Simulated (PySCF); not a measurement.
## Ionisation energy of V by level of theory

V [Ar] 3d3 4s2 (4F) → V⁺ [Ar] 3d4 (5D), as a difference of total energies. Calculation: PySCF 2.14, in aug-cc-pVDZ; no relativity, point nucleus. Correlated levels: valence: [Ar] frozen. The calculations carry no spin-orbit coupling.

```tsv
method	ionisation energy (eV)	difference from reference (eV)
UHF	5.902	-0.830
MP2 (valence)	6.254	-0.478
SCS-MP2 (valence)	6.728	-0.004
CCSD (valence)	6.480	-0.252
CCSD(T) (valence)	6.519	-0.213
```

Reference: 6.732 eV (measured; NIST levels, between the centres of gravity of the two terms).

These non-relativistic numbers lack the scalar-relativistic shift.

Errors of the correlated levels include the incompleteness of this basis and the frozen core.
